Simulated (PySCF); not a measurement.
Zr(Cl)2(OH) (Cl2HOZr), SMILES [OH][Zr+]([Cl])[Cl], charge +1, multiplicity 1.

Coordinates come from a PBE0-D3(BJ)/def2-SVP optimisation. The multiplicity is an assumed one; other spin states were not compared. The isomer is the one that the SMILES or the coordinates give; other isomers of the formula were not compared. The def2 effective core potentials stand for the cores of Zr; spin–orbit coupling is left out. One conformer was computed; it need not be the lowest.

These are B3LYP/def2-TZVPD in PySCF values and carry that method's errors.

Symmetry labels are those of the subgroup Cs that the program uses (full group Cs).

Computed valence orbital energies around the gap with their symmetry:
```csv
orbital,symmetry,energy (eV)
HOMO−7,A",-16.19
HOMO−6,A',-16.06
HOMO−5,A',-15.55
HOMO−4,A",-15.30
HOMO−3,A',-14.80
HOMO−2,A',-14.46
HOMO−1,A",-14.43
HOMO,A",-14.05
LUMO,A',-8.95
LUMO+1,A",-8.11
LUMO+2,A',-7.73
LUMO+3,A',-6.64
```
